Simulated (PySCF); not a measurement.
Computed shifts of a molecule CH7FO2Si2, PySCF with PBE/pcSseg-1, GIAO, gas phase, equivalent atoms averaged, in ppm (number of nuclei): ¹³C: 55.1 (1). ²⁹Si: -37.0 (1), -63.1 (1). ¹⁹F: -168.1 (1). ¹H: 5.53 (3), 4.69 (1), 4.20 (3). References: ¹³C against TMS (σ = 182.0 ppm); ¹⁷O against H2O (σ = 334.3 ppm); ²⁹Si against TMS (σ = 335.4 ppm); ¹⁹F against CFCl3 (σ = 133.6 ppm); ¹H against TMS (σ = 31.49 ppm), references at their B3LYP-D3(BJ)/def2-TZVP geometries, non-relativistic. Coordinates come from a r2SCAN-D4/def2-SVP optimisation. One conformer was computed; it need not be the lowest.

### Question
Which structure fits?
A) CO[Si@H](F)O[SiH3]
B) CO[Si@@](O)(F)[SiH3]
C) O[SiH2]CO[SiH2]F
D) C[Si@](O)(F)O[SiH3]

### Answer
A, CO[Si@H](F)O[SiH3]
